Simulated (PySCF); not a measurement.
C3F5, SMILES F[C]=C(F)C(F)(F)F, multiplicity 2.

Geometry: PBE-D3(BJ)/def2-SVP. The isomer is the one that the SMILES or the coordinates give; other isomers of the formula were not compared.

Level of theory: TDA-LC-ωPBE/def2-SVPD run with PySCF.

Vertical excitations. Isolated molecule, no solvent.

Task: List the lowest excited states. (An estimate is asked for; the answer gives what the named calculation found.)

Result: 
```tsv
state	energy (eV)	λ (nm)	f	main pairs
root 1	2.55	486	0.001	β HOMO→LUMO 96 %
root 2	4.42	281	0.001	α HOMO→LUMO 51 %, β HOMO→LUMO+1 44 %
root 3	6.19	200	0.006	α HOMO−1→LUMO 95 %
root 4	6.90	180	0.000	α HOMO→LUMO+1 39 %, β HOMO→LUMO+2 29 %
root 5	7.32	169	0.012	β HOMO−1→LUMO 88 %
root 6	7.50	165	0.025	α HOMO→LUMO+1 33 %, β HOMO→LUMO+2 42 %
root 7	7.87	158	0.009	α HOMO−1→LUMO+1 61 %, β HOMO→LUMO+1 7 %
root 8	8.34	149	0.360	α HOMO→LUMO 31 %, α HOMO−1→LUMO+1 12 %, β HOMO→LUMO+1 35 %, β HOMO−9→LUMO 6 %
root 9	8.78	141	0.148	β HOMO−9→LUMO 62 %, β HOMO−4→LUMO 11 %
root 10	8.89	140	0.004	β HOMO−10→LUMO 54 %, β HOMO−8→LUMO 30 %
```
Unrestricted roots are not spin-pure.
